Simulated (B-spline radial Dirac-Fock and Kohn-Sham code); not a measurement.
What relativity does to the binding energies of Tb⁴⁷⁺

System: Tb⁴⁷⁺, configuration 1s2 2s2 2p6 3s2 3p6.

Both columns are ΔSCF binding energies of the configuration average from a radial finite-basis atomic code: non-relativistic Hartree-Fock with a point nucleus, and Dirac-Fock with a finite nucleus and the Coulomb interaction alone, averaged over the two j levels with weights 2j+1.

```
shell  Hartree-Fock (eV)  Dirac-Fock (eV)  shift (eV)  shift (%)
   1s            52082.8          55317.0    +3234.22      +6.21
   2s            10855.7          11731.4     +875.75      +8.07
   2p            10487.1          10789.2     +302.14      +2.88
   3s             4253.5           4510.7     +257.13      +6.05
   3p             4098.1           4206.8     +108.76      +2.65
```

Relativity binds 1s, 2s, 2p, 3s, 3p more strongly, among those listed most of all 2s in relative terms.

Values without a named source are computed, but for edge energies of neutral atoms, which are taken from tables.
